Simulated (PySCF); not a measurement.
Bond curve of BeO

Set-up: Be aug-cc-pVDZ, O aug-cc-pVDZ; no relativity (PySCF 2.14). Energies in eV from Be + O in their ground configurations at the same level. State: ¹Σ⁺ (singlet), closed shell.

All columns are PBE0. A positive dipole means Be(−)O(+).

| R (Å) | E (eV) | μ (D) | Mulliken charge on Be (basis-dependent) | HOMO (eV) | LUMO (eV) | Mayer bond order | ⟨S²⟩ |
| --- | --- | --- | --- | --- | --- | --- | --- |
| 1.152 | -3.104 | -6.08 | -0.02 | -8.02 | -3.66 | 2.53 | 0.00 |
| 1.206 | -3.769 | -6.22 | 0.03 | -7.81 | -3.78 | 2.50 | 0.00 |
| 1.260 | -4.143 | -6.35 | 0.08 | -7.63 | -3.90 | 2.48 | 0.00 |
| 1.300 | -4.278 | -6.44 | 0.11 | -7.51 | -3.98 | 2.45 | 0.00 |
| 1.340 | -4.315 | -6.53 | 0.15 | -7.40 | -4.07 | 2.43 | 0.00 |
| 1.380 | -4.274 | -6.60 | 0.18 | -7.30 | -4.16 | 2.40 | 0.00 |
| 1.434 | -4.127 | -6.68 | 0.23 | -7.19 | -4.28 | 2.36 | 0.00 |
| 1.501 | -3.836 | -6.75 | 0.30 | -7.08 | -4.43 | 2.29 | 0.00 |
| 1.581 | -3.390 | -6.79 | 0.37 | -6.99 | -4.60 | 2.20 | 0.00 |
| 1.688 | -2.718 | -6.77 | 0.44 | -6.92 | -4.79 | 2.05 | 0.00 |

A fit through these points gives, at Re = 1.337 Å, μ = -6.52 D and dμ/dR = -1.93 D/Å; the reduced mass is 5.764 u.

Question: How strong is the fundamental in the double-harmonic approximation, I = 42.26·(dμ/dR)²/μred km/mol?

Answer: I = 42.26·(-1.93)²/5.764 = 27.3 km/mol at PBE0.
